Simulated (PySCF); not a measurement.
Choosing a molecule for a target property.

Each SMILES stands for a single optimised conformer of the isolated species, non-relativistic unless stated. Electronic properties by PySCF.

The conformers computed, where there is a choice (atom-mapped SMILES and torsion angles):
- `[CH3:1][CH2:2][C@@:3]1([O:4][C@@H:5]([CH3:6])[F:7])[CH2:8][CH2:9][O:10]1`: C1–C2–C3–O4 62°, C2–C3–O4–C5 -165°, C3–O4–C5–C6 163°
- `[CH3:1][CH2:2][O:3]/[C:4]([O:5][CH3:6])=[C:7](\[CH3:8])[CH2:9][F:10]`: C1–C2–O3–C4 178°, C2–O3–C4–O5 -57°, O3–C4–O5–C6 -58°, C4–C7–C9–F10 -123°

The conformers of `CCC[C@@H]1OCCO[C@H]1F` and `[AlH3-][O+]1CCC[C@H]1C[SiH3]` aren't listed.

Question: Wanted: lowest triplet excitation (Tamm–Dancoff) between 5 eV and 6.3 eV (TDA PBE0/def2-SVPD) and HOMO–LUMO gap below 8.3 eV (PBE0/def2-SVPD), at PBE0-D3(BJ)/def2-SVP geometries. Which candidate meets both?
A. `CC[C@@]1(O[C@@H](C)F)CCO1`
B. `CCC[C@@H]1OCCO[C@H]1F`
C. `O(C)/C(OCC)=C(/C)CF`
D. `[AlH3-][O+]1CCC[C@H]1C[SiH3]`

Answer: D. Computed values:
```csv
species,lowest triplet excitation (Tamm–Dancoff),HOMO–LUMO gap
O(C)/C(OCC)=C(/C)CF,4.14 eV,6.97 eV
[AlH3-][O+]1CCC[C@H]1C[SiH3],5.87 eV,7.25 eV
CCC[C@@H]1OCCO[C@H]1F,6.80 eV,8.04 eV
CC[C@@]1(O[C@@H](C)F)CCO1,7.13 eV,8.47 eV
```

Question: Wanted: static isotropic polarisability above 96 au (PBE0/def2-SVPD) and vertical ionisation energy above 8.8 eV (ΔSCF PBE0/def2-SVPD), at PBE0-D3(BJ)/def2-SVP geometries. Which candidate meets both?
A. `CCC[C@@H]1OCCO[C@H]1F`
B. `[AlH3-][O+]1CCC[C@H]1C[SiH3]`
C. `CC[C@@]1(O[C@@H](C)F)CCO1`
D. `O(C)/C(OCC)=C(/C)CF`

Answer: B. Computed values:
```
                     species  static isotropic polarisability  vertical ionisation energy
   CC[C@@]1(O[C@@H](C)F)CCO1                          91.0 au                     9.68 eV
       CCC[C@@H]1OCCO[C@H]1F                          92.6 au                     9.15 eV
         O(C)/C(OCC)=C(/C)CF                          99.5 au                     8.37 eV
[AlH3-][O+]1CCC[C@H]1C[SiH3]                         120.2 au                     9.36 eV
```
